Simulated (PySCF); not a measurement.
## A search over the determinants of ZnH

Unrestricted PBE0; Zn aug-pcseg-1, H aug-pcseg-1; no relativity (PySCF 2.14). Outer shells of the fragments: Zn 3d10 4s2; H 1s1.

Followed along the bond (rough minima from three points):

```csv
2Ms+1,unpaired,⟨S²⟩ at the start,R at minimum (Å),Te (eV)
2,σ ↑,0.75,1.62,0.00
4,"σ ↑↑, π ↑",3.75,none in the scan,≤ 5.37
```

Solutions found at the starting distance of 1.510 Å, counted from the lowest of them; the search is not exhaustive and high or unbound solutions are not listed, so other states can lie among these:

```json
{"2Ms+1": "2", "unpaired": "σ ↑", "term": "²Σ⁺", "E (eV)": "0.00", "⟨S²⟩": "0.75", "⟨Lz²⟩": "0.00", "μ (D)": "-0.32"}
{"2Ms+1": "2", "unpaired": "π ↑", "term": "²Π", "E (eV)": "2.74", "⟨S²⟩": "0.77", "⟨Lz²⟩": "1.00", "μ (D)": "-1.68"}
{"2Ms+1": "4", "unpaired": "σ ↑↑, π ↑", "term": "⁴Π", "E (eV)": "5.91", "⟨S²⟩": "3.75", "⟨Lz²⟩": "1.01", "μ (D)": "1.49"}
{"2Ms+1": "4", "unpaired": "σ ↑↑↑", "term": "⁴Σ⁺", "E (eV)": "8.48", "⟨S²⟩": "3.75", "⟨Lz²⟩": "0.00", "μ (D)": "-4.47"}
{"2Ms+1": "4", "unpaired": "σ ↑, π ↑↑", "term": "⁴Σ⁻", "E (eV)": "9.08", "⟨S²⟩": "3.76", "⟨Lz²⟩": "0.00", "μ (D)": "-0.29"}
```

A term symbol is given only where ⟨S²⟩ and ⟨Lz²⟩ are close to those of a pure state; real π, δ and φ orbitals otherwise mix terms. A positive dipole means Zn(−)H(+).

Counting both spins, an empty level lies below a filled one in some of these solutions, because spin and occupation are held.
